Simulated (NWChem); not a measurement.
# BH2S2Cl; SMILES B(S)(Cl)S

```xyz
6

B      0.0000     0.0000     0.0097
Cl     0.0000     0.0000    -1.7522
S      1.6184     0.0000     0.7991
H      1.2034     0.0000     2.0838
S     -1.6184     0.0000     0.7991
H     -1.2034     0.0000     2.0838
```
Atoms are numbered in this order, from 1.

Structure relaxed at the PBE0/def2-SVP level.

Symmetry labels are those of C2v in the frame above (b1 and b2, or b-type labels, depend on it).

List the 4 lowest vertical singlet excitations and the 4 lowest triplet ones from B3LYP/6-31G* (spherical d), TDA (NWChem).


| state | energy (eV) | oscillator strength | symmetry | leading excitation (squared amplitude) |
|---|---|---|---|---|
| S1 | 5.86 | 0.000 | a2 | HOMO → LUMO+1 (0.98) |
| S2 | 6.07 | 0.249 | b1 | HOMO → LUMO (0.91) |
| S3 | 6.30 | 0.000 | a2 | HOMO−2 → LUMO (0.99) |
| S4 | 6.65 | 0.002 | b2 | HOMO−1 → LUMO+1 (0.95) |
| T1 | 4.86 | spin-forbidden | b1 | HOMO → LUMO (1.00) |
| T2 | 5.46 | spin-forbidden | a2 | HOMO → LUMO+1 (0.95) |
| T3 | 5.47 | spin-forbidden | a1 | HOMO−1 → LUMO (0.98) |
| T4 | 6.03 | spin-forbidden | a2 | HOMO−2 → LUMO (0.96) |
